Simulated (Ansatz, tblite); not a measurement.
Removing and adding an electron: SiCl(OAc)3 (C6H9ClO6Si). Total charge 0; singlet. Geometry: r2SCAN-D4/def2-SVP. Ansatz, gas phase; energy differences of separate SCF runs; the oxidised species was run as a doublet alone; the reduced species was run as a doublet alone.

Cartesian coordinates in Å:
```
Si 0.0850 0.6325 0.0317
Cl 0.3583 2.6379 0.1173
O 0.8615 -0.1742 1.2718
C 2.2182 -0.1342 1.4546
C 2.6256 -0.9178 2.6632
O 2.9449 0.4655 0.7070
H 3.7096 -0.8474 2.8092
H 2.3256 -1.9696 2.5367
H 2.0900 -0.5385 3.5466
O 0.6606 -0.0319 -1.3890
C 0.1913 0.3249 -2.6250
C 0.9289 -0.3923 -3.7123
O -0.7031 1.1172 -2.7632
H 0.5526 -0.0782 -4.6926
H 0.8055 -1.4789 -3.5856
H 2.0059 -0.1825 -3.6260
O -1.5255 0.1996 0.1303
C -2.3190 0.5080 1.2030
C -3.7249 0.0398 0.9893
O -1.8895 1.0784 2.1708
H -4.3519 0.3323 1.8394
H -3.7320 -1.0548 0.8702
H -4.1174 0.4642 0.0529
```

The xTB rows come from tblite.

```csv
level,−HOMO (eV),vertical IE (eV),−LUMO (eV),vertical EA (eV),HOMO–LUMO gap (eV),IE − EA (eV),remarks
GFN1-xTB,12.53,14.73,7.34,4.97,5.19,9.77,–
GFN2-xTB,11.90,14.06,7.23,4.93,4.67,9.13,–
PBE-D4/def2-SVP,6.44,–,1.38,-0.76,5.05,–,HOMO above zero (-1 doublet)
PBE0-D4/def2-SVP,8.22,9.86,0.31,-1.17,7.92,11.03,HOMO above zero (-1 doublet)
```

Run but left out: PBE-D4/def2-SVP (charge +1 doublet: an occupied level 0.06 eV above an empty one).   A HOMO above zero means that the electron is unbound at that level or that self-interaction error raises the level; the energy of removing that electron tells which. Raw xTB energy differences between charge states are shifted by several eV; the methods need an empirical correction for them. Sets without diffuse functions give affinities that are too small. A negative affinity means that the extra electron isn't bound; its size then hangs on the basis.
